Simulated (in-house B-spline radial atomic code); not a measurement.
Configurations of As6+, with energies counted from [Ar] 3d9. All numbers are computed (scalar-relativistic (X2C) CAM-B3LYP, spin-polarised, spherical fractional occupations, exact exchange averaged over the configuration; Fermi nucleus of rms radius 4.0968 fm) with an all-electron radial atomic-structure program (B-spline basis), not measured. Shells without spins written out take the highest spin.

Occupations are held fixed; configurations that lie above the ionisation limit could autoionise.

```csv
configuration,E - E(ref) (eV),highest orbital,its <r> (bohr)
[Ar] 3d8 4f1,106.93,4f up,2.384
[Ne] 3s2 3p5 3d9 4s1,146.31,4s up,1.485
[Ne] 3s2 3p5 3d9 4p1,161.46,4p up,1.617
[Ne] 3s2 3p5 3d9 4f1,202.79,4f up,2.381
```

(1) Order these further configurations by energy, lowest first.
A. [Ne] 3s2 3p5 3d10
B. [Ar] 3d8 4d1
C. [Ar] 3d8 4s1
D. [Ar] 3d8 4p1
E. [Ne] 3s2 3p5 3d9 4d1

Results:

(1) C (50.514 eV), D (65.65 eV), B (88.321 eV), A (95.995 eV), E (184.2 eV).
